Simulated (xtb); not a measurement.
HTe, doublet, at a GFN2-xTB geometry. Base run: GFN2-xTB in xtb.

Geometry (Å):
```xyz
2

Te     0.0000     0.0000    -0.0311
H      0.0000     0.0000     1.6176
```
Charge 0, spin multiplicity 2.
All else is at xtb's defaults.
Base energy -3.54827 Eh.

Variants of this job, named by their change:

```json
[
 {"change": "base", "ΔE vs base (kJ/mol)": "0.00", "dipole (D)": "0.10", "G_solv (kcal/mol)": "-", "SCF cycles": "8"},
 {"change": "alpb = ether", "ΔE vs base (kJ/mol)": "-10.33", "dipole (D)": "0.09", "G_solv (kcal/mol)": "-2.47", "SCF cycles": "8"},
 {"change": "gbsa = chcl3", "ΔE vs base (kJ/mol)": "-9.95", "dipole (D)": "0.09", "G_solv (kcal/mol)": "-2.38", "SCF cycles": "8"},
 {"change": "acc = 30", "ΔE vs base (kJ/mol)": "0.00", "dipole (D)": "0.10", "G_solv (kcal/mol)": "-", "SCF cycles": "6"},
 {"change": "acc = 0.1", "ΔE vs base (kJ/mol)": "0.00", "dipole (D)": "0.10", "G_solv (kcal/mol)": "-", "SCF cycles": "9"},
 {"change": "gbsa = methanol", "ΔE vs base (kJ/mol)": "-7.77", "dipole (D)": "0.09", "G_solv (kcal/mol)": "-1.86", "SCF cycles": "8"},
 {"change": "etemp = 10000", "ΔE vs base (kJ/mol)": "-125.6", "dipole (D)": "0.00", "G_solv (kcal/mol)": "-", "SCF cycles": "8"}
]
```

ALPB and GBSA are two models with their own fitted parameters for each solvent, which aren't always the measured dielectric constant.
